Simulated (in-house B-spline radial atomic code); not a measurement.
OEP/ALDAx excitations of the argon ion Ar⁶⁺

Method: OEP/ALDAx. Computed with an all-electron radial atomic-structure program (B-spline basis): linear response of the closed shell [Ne] 3s2 with the adiabatic LDA exchange kernel on the exchange-only optimised effective potential; scalar-relativistic (spin-free one-electron X2C), finite nucleus, no spin-orbit coupling, no double excitations, S, P, D and F terms only.

Command:
```bash
python run_td.py task.json out
```
Settings (radii: box in bohr, nucleus in fm):
```
Z                        18
electrons                12
configuration            [Ne] 3s2
hamiltonian              x2c
method                   oep
box_radius               14.35
rms_radius               3.4274
intervals                104
```

Cost of the run: 0.6 s on 1 thread of Arm Neoverse V1, on a shared host.

The lowest states, in the order of their Tamm-Dancoff energies; the method's threshold (minus the highest occupied level) is 122.47 eV. Labels give the largest channel, * marks a mixed state, and oscillator strengths are full-response dipole values. Semilocal kernels can invert the small singlet-triplet splittings of Rydberg terms. Energies in eV:

| state | full response | Tamm-Dancoff | oscillator strength |
| --- | --- | --- | --- |
| 3s → 3p 3P | ? | ? | - |
| 3s → 3p 1P | 21.738 | 22.584 | 1.2 |
| 3s → 3d 3D | 37.86 | 37.98 | - |
| 3s → 3d 1D | 41.69 | 41.71 | - |
| 3s → 4s 3S | ? | ? | - |
| 3s → 4s 1S | 63.92 | 63.95 | - |
| 3s → 4p 3P | 68.25 | 68.26 | - |
| 3s → 4p 1P | 69.08 | 69.12 | 0.189 |
| 3s → 4d 3D | 76.72 | 76.73 | - |
| 3s → 4d 1D | 77.17 | 77.18 | - |

Where does 3s → 4s 3S lie?

At 62.06 eV in full response, 62.07 eV in Tamm-Dancoff.

Where does 3s → 3p 3P lie?

At 13.462 eV in full response, 13.836 eV in Tamm-Dancoff.

How large is the singlet-triplet splitting of 3s → 3p (P terms) in Tamm-Dancoff?

8.75 eV, from the unrounded values.

What polarisabilities and dispersion coefficient does the method give?

Dipole 1.961 bohr³, quadrupole 1.766 bohr⁵, C6 2.477 hartree·bohr⁶ for two such species.
